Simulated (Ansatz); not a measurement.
C2H6BFO (`BC(F)OC`) at its PBE0-D4/def2-TZVP geometry, where that method's forces vanish. Charge 0, multiplicity 1.

```csv
atom,x (Å),y (Å),z (Å)
B1,-1.9335,0.3288,-0.2130
C2,-0.4466,-0.1010,-0.5457
F3,0.0274,0.4767,-1.7230
O4,0.2571,0.3713,0.5405
C5,1.5772,-0.1282,0.6580
H6,-2.3345,1.3889,-0.5807
H7,-2.6150,-0.4020,0.4392
H8,-0.2850,-1.1816,-0.6794
H9,1.5724,-1.2227,0.7162
H10,1.9915,0.2807,1.5782
H11,2.1891,0.1891,-0.1902
```

For each bond, give half the difference of the two atoms' forces along it (eV/Å; positive pushes the atoms apart) under PBE-D4, r2SCAN-D4, B3LYP-D4, ωB97M-V in def2-TZVPP. (Estimate.)

The calculation gave: 
| bond | length (Å) | PBE-D4 | r2SCAN-D4 | B3LYP-D4 | ωB97M-V |
| --- | --- | --- | --- | --- | --- |
| B1–C2 | 1.583 | -0.20 | -0.11 | -0.06 | 0.05 |
| B1–H6 | 1.192 | 0.09 | -0.03 | -0.11 | -0.14 |
| B1–H7 | 1.193 | 0.05 | -0.03 | -0.10 | -0.12 |
| C2–F3 | 1.394 | 0.59 | 0.37 | 0.40 | 0.19 |
| C2–O4 | 1.378 | 0.27 | 0.19 | 0.18 | 0.17 |
| C2–H8 | 1.101 | 0.08 | -0.09 | -0.16 | -0.18 |
| O4–C5 | 1.416 | 0.31 | 0.31 | 0.26 | 0.20 |
| C5–H9 | 1.096 | 0.06 | -0.07 | -0.07 | -0.09 |
| C5–H10 | 1.089 | 0.06 | -0.07 | -0.13 | -0.09 |
| C5–H11 | 1.093 | 0.08 | -0.06 | -0.09 | -0.11 |

B3LYP here is the variant with VWN-RPA as its local correlation; programs differ in this.

Computed with Ansatz.
